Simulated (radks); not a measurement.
The numbers below are computed, except where a source is named.
Task: Species: Er31+. Configuration: [Kr] 4d1. Level of theory: scalar-relativistic Kohn-Sham, PBE, spin-polarised, spherical densities, finite nucleus; open shells are filled with parallel spins first (spin-orbit coupling, left out, can overturn this in heavy ions); Fermi nuclear charge, rms radius 5.2516 fm (a radial shooting solver on a logarithmic mesh with Libxc functionals). Some entries of the table are withheld. Estimate them.

orbital,occ.,eigenvalue (hartree),<1/r> (bohr^-1)
1s up,1,-2151.383,77.54
1s down,1,-2151.382,77.54
2s up,1,-397.6237,18.06
2s down,1,-397.5876,18.06
2p up,3,-356.7728,16.68
2p down,3,-356.7440,16.68
3s up,1,-121.4672,6.726
3s down,1,-121.4489,6.726
3p up,3,-109.0219,6.292
3p down,3,-109.0014,6.293
3d up,5,-93.71710,5.967
3d down,5,-93.68655,5.967
4s up,1,-53.09262,(1)
4s down,1,-52.98589,(2)
4p up,3,-48.52805,2.964
4p down,3,-48.42261,2.963
4d up,1,-42.66442,2.773
4d down,0,-42.56029,2.773

Result: 
(1) 4s up <1/r> (bohr^-1): 3.151
(2) 4s down <1/r> (bohr^-1): 3.150
